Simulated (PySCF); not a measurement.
## Spin–spin coupling constants

Cartesian coordinates in Å; atom numbers follow the order of the lines, from 1:
```xyz
14

V     0.0088    0.0013    0.4613
Se    0.0465    0.0125    2.5862
C     1.8854   -0.0117   -0.1844
H     2.4554    0.8444    0.2076
H     1.8087    0.0449   -1.2867
H     2.3744   -0.9516    0.1178
C    -0.9418    1.6370   -0.1448
H    -1.9857    1.6249    0.2059
H    -0.9058    1.5951   -1.2496
H    -0.4381    2.5441    0.2232
C    -0.9533   -1.6337   -0.1281
H    -1.9970   -1.6079    0.2227
H    -0.4595   -2.5434    0.2456
H    -0.9175   -1.5998   -1.2335
```

Method: PBE/pcJ-1 (pcSseg-1 on Se, pcSseg-1 on V) (without the spin–dipole term)//PBE0-D3(BJ)/def2-SVP, PySCF; isolated molecule, single conformer, non-relativistic. Couplings are averaged over pairs made equivalent by symmetry, fast rotation or ring inversion, so a value needn't be that of the named pair in this geometry, while other rotamers aren't included; one pair stands for each set, and the list holds those of at least 0.8 Hz over up to four bonds.

Isotopes: $^{13}$C, $^{1}$H.

| pair | bonds | J (Hz) |
| --- | --- | --- |
| C3, H4 | 1 | ? |
| C3, C7 | 2 | -1.0 |
| H4, H5 | 2 | ? |

Question: Estimate the withheld couplings, with signs.

Answer: 
- $^{1}J$(C3,H4) = 124.1 Hz (mean over equivalent pairs that range from 116.3 to 129.3 Hz in this conformer)
- $^{2}J$(H4,H5) = -10.9 Hz (mean over equivalent pairs that range from -13.7 to -9.4 Hz in this conformer)

Relativistic effects of the heavier atoms present are left out.
